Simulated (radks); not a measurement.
The numbers below are computed, except where a source is named.
Task: Radial electron density D(r) = 4 pi r^2 rho(r) of an atom or ion with 15 electrons. Level of theory: scalar-relativistic Kohn-Sham, r2SCAN, spin-unpolarised, spherical densities, finite nucleus; meta-GGA in the generalised Kohn-Sham scheme; Fermi nuclear charge, rms radius of each element as measured or else 0.836 A^(1/3) + 0.57 fm (a radial shooting solver on a logarithmic mesh with Libxc functionals).

```
   r/bohr * D(r) (the largest magnitude, 18.4, reaches the edge; | marks zero)
 0.005097 | *
 0.005747 |  *
 0.006479 |   *
 0.007306 |   *
 0.008237 |    *
 0.009287 |      *
  0.01047 |       *
   0.0119 |         *
  0.01342 |           *
  0.01513 |             *
  0.01706 |                *
  0.01923 |                   *
  0.02169 |                       *
  0.02445 |                           *
  0.02779 |                               *
  0.03133 |                                    *
  0.03533 |                                        *
  0.03983 |                                            *
  0.04491 |                                                *
  0.05063 |                                                   *
  0.05709 |                                                     *
  0.06489 |                                                      *
  0.07316 |                                                     *
  0.08249 |                                                    *
    0.093 |                                                 *
   0.1049 |                                             *
   0.1182 |                                         *
   0.1333 |                                      *
   0.1515 |                                   *
   0.1708 |                                   *
   0.1926 |                                     *
   0.2172 |                                        *
   0.2448 |                                            *
   0.2761 |                                                *
   0.3113 |                                                   *
   0.3538 |                                                    *
   0.3989 |                                                 *
   0.4497 |                                            *
   0.5071 |                                     *
   0.5717 |                             *
   0.6446 |                     *
   0.7268 |              *
    0.826 |          *
   0.9314 |        *
     1.05 |        *
    1.184 |        *
    1.335 |         *
    1.505 |         *
    1.697 |        *
    1.929 |       *
    2.175 |     *
    2.452 |   *
    2.765 |  *
    3.117 |*
    3.514 |*
    3.963 *
    4.504 *
    5.078 *
    5.725 *
    6.455 *
```

What is the nuclear charge?

Result: Z = 16. The innermost maximum, from 1s, lies near gamma/Z bohr with gamma = sqrt(1 - (Z/c)^2) = 0.993, here 0.0621 bohr (found: 0.0654), and its height grows with Z. The density is that of the sulfur ion S+ in [Ne] 3s2 3p3; the configuration itself is not fixed sharply by these data, and Z only to about a unit. D(r) has 3 maxima, at r = 0.0654, 0.340, 1.43 bohr, and minima at 0.164, 1.01 bohr, inside which lie 2.19, 10.34 electrons.
